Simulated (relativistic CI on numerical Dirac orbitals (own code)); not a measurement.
**Radial parameters of Pr43+**

Method of calculation: Dirac-Coulomb-Breit CI, orbitals from a KLI potential per configuration, model QED, unscaled Slater integrals (own radial code, finite nucleus).

Slater integrals F^k, G^k are unscaled and averaged over j, outside the closed core [Ne]; ζ comes from projecting the Hamiltonian with its Breit term on Σ l·s of the shell.

- 3s²3p⁴: F^2(3p,3p) = 408380, ζ(3p) = 647470 cm⁻¹; <r>(3p) = 0.2412, <r^2>(3p) = 0.06721 (bohr units).
- 3s3p⁵: G^1(3s,3p) = 515600, ζ(3p) = 647270 cm⁻¹; <r>(3s) = 0.2482, <r^2>(3s) = 0.07021, <r>(3p) = 0.2413, <r^2>(3p) = 0.0673 (bohr units).
- 3s²3p³3d: F^2(3p,3p) = 408040, ζ(3p) = 646760, F^2(3p,3d) = 410900, G^1(3p,3d) = 428600, G^3(3p,3d) = 289300, ζ(3d) = 87593 cm⁻¹; <r>(3p) = 0.2414, <r^2>(3p) = 0.06733, <r>(3d) = 0.2133, <r^2>(3d) = 0.0525 (bohr units).

Averages of the first 10 configurations, taken without configuration mixing, which lowers the lowest level and can move excited configurations by several eV; other configurations of the list can lie among them:

```tsv
Configuration	Parity	States	Average energy above the lowest level (eV)
3s²3p⁴	even	15	90.2
3s3p⁵	odd	12	314.5
3s²3p³3d	odd	200	328.4
3p⁶	even	1	556.5
3s3p⁴3d	even	300	545.1
3p⁵3d	odd	60	779.5
3s3p³3d²	odd	1800	782.5
3s²3p²3d4p	odd	900	1938.9
3p⁵4s	odd	12	2069.0
3s3p³3d4s	odd	800	2061.8
```
